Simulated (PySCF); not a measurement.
Work out the structure from these simulated measurements.

Elements present: C, H, N and Se. Monoisotopic mass: 201.0057 u.

| Item | Value |
| --- | --- |
| 13C NMR | chemical shifts (computed TMS as zero) by class: 200.1 (1 C), 164.0 (1 C), 125.1 (1 C), 42.2 (1 C), 41.6 (2 C), 29.7 (2 C) ppm [GIAO PBE0/pcSseg-1] |
| NMR, other nuclei | isotropic shieldings of nuclei other than C and H, by class: -114 (1 N), 753 (1 Se) ppm [GIAO PBE0/pcSseg-1] |
| UV, strongest line | among the 10 lowest singlet transitions: S4 at 5.66 eV (219 nm, f = 0.091) [TDDFT wB97X-D/def2-SVPD] |
| Valence photoelectron | vertical ionisation energy: 8.91 eV [ΔSCF wB97X-D/def2-SVPD] |
| Dipole | 3.37 D [wB97X-D/def2-SVPD] |
| Rotational structure | rotational constants A, B, C: 2.105, 0.691, 0.603 GHz [PBE0-D3(BJ)/def2-SVP] |

Gas-phase values; electronic properties from PySCF, density fitting. Levels stand in brackets. The structure is a single PBE0-D3(BJ)/def2-SVP conformer in the gas phase; no vibrational or solvent corrections. The calculation is non-relativistic and has no spin–orbit coupling, an omission that weighs most on selenium. NMR values are class means; diastereotopic atoms form classes of their own.

**Question.** Which formula fits the mass and the elements?

**Answer.** C8H11NSe (calculated 201.0057). No other formula that holds each of these elements comes within 0.0003 u with a fitting electron parity and a possible valence count.

**Question.** What is the compound? Reason from the data.

**Answer.** Numbering: `[cH:1]1[cH:2][c:3]([CH:4]2[CH2:5][CH2:6][CH2:7][CH2:8]2)[se:9][n:10]1`. 8 carbons fall into 6 classes; from least to most shielded: substituted aromatic carbon [C3] (200.1 ppm), aromatic CH next to a ring nitrogen [C1] (164.0 ppm), aromatic CH carbon [C2] (125.1 ppm), benzylic-type carbon [C4] (42.2 ppm), ring CH2 carbon [C5/C8] (41.6 ppm, 2 C), ring CH2 carbon [C6/C7] (29.7 ppm, 2 C). The other shieldings belong to: -114 ppm, pyridine-type nitrogen [N10]; 753 ppm, selenium bonded to C and N [Se9]. The first electron is taken from the HOMO, whose largest Löwdin shares are 0.53 on the selenium bonded to C and N, 0.14 on the aromatic CH next to a ring nitrogen, 0.13 on the aromatic CH carbon and 0.09 on the substituted aromatic carbon. The optimised geometry has point group C1 and is an asymmetric top. Structure: `C1=N[Se]C(C2CCCC2)=C1`. Computed isomers that give other values at the same levels: `[H]/N=C\c1ccc(C(C)C)[se]1` (13C chemical shifts (computed TMS as zero) by class: 179.4 (1 C), 166.7 (1 C), 158.9 (1 C), 135.0 (1 C), 129.5 (1 C), 37.4 (1 C), 29.7 (2 C) ppm); `CC1=C(C)[C@@H](C)[C@H](C#N)[Se]1` (rotational constant A: 1.034 GHz; this holds for the one conformer computed). The assignments are read from this structure; whether some other isomer fits the data as well wasn't checked. NMR values of atoms bound to Se lack the spin–orbit term that these neighbours bring.
